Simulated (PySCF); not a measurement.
C4H9Al.
Cartesian coordinates in Å at the PBE0-D3(BJ)/def2-SVP level; atoms count from 1:
```xyz
14
C4H9Al angstrom
C      2.7351   -0.2849    0.0191
Al     0.9622    0.5020    0.2883
C     -0.6749   -0.3970   -0.2372
C     -1.8612    0.4200   -0.7332
C     -1.9357   -0.2261    0.6005
H      3.5536    0.4426    0.1356
H      2.9122   -1.0934    0.7511
H      2.8272   -0.7478   -0.9780
H      0.7802    1.9334    0.9774
H     -0.5973   -1.3835   -0.7113
H     -1.7696    1.5107   -0.7784
H     -2.4576   -0.0029   -1.5470
H     -1.8968    0.4123    1.4897
H     -2.5845   -1.0994    0.7159
```

Level of theory: PBE0-D3(BJ)/def2-SVP geometry optimisation, gas phase (PySCF 2.14.0).

Which atoms are bound to Al2, and at what distances?

3 atoms: H9 1.599 Å, C3 1.940 Å, C1 1.958 Å. The nearest atom not counted as bound is H7, at 2.56 Å.

List the angles at Al2.

```csv
angle,degrees,distance of the outer atoms (Å)
C1–Al2–C3,122.7,3.42
C1–Al2–H9,121.5,3.11
C3–Al2–H9,115.8,3.00
```

What is the shape at Al2?

Planar: angles 122.7°, 121.5° and 115.8°, sum 360.0°, 0.01 Å off the plane of its three neighbours. The Al–C distances aren't all alike: 1.940 to 1.958 Å.

What are the other bond lengths?

C3–C4, C3–C5 1.523 Å; C4–C5 1.484 Å; C1–H6, C1–H7, C1–H8 1.103 Å; C3–H10 1.097 Å; C4–H11, C5–H13 1.095 Å; C4–H12, C5–H14 1.094 Å.

Give some angles away from the centre.

Al2–C3–C4 119.8°, C4–C3–C5 58.3°, C3–C4–C5 60.8°.

Charge 0, singlet. Stationary, but not proved a minimum.

The run took 23 s wall on one thread, Arm Neoverse V2 (aarch64), shared host with 32 logical CPUs at a one-minute load of 13, and the process peaked at 0.51 GiB of memory. This is the geometry optimisation.

One conformer stands for the species.
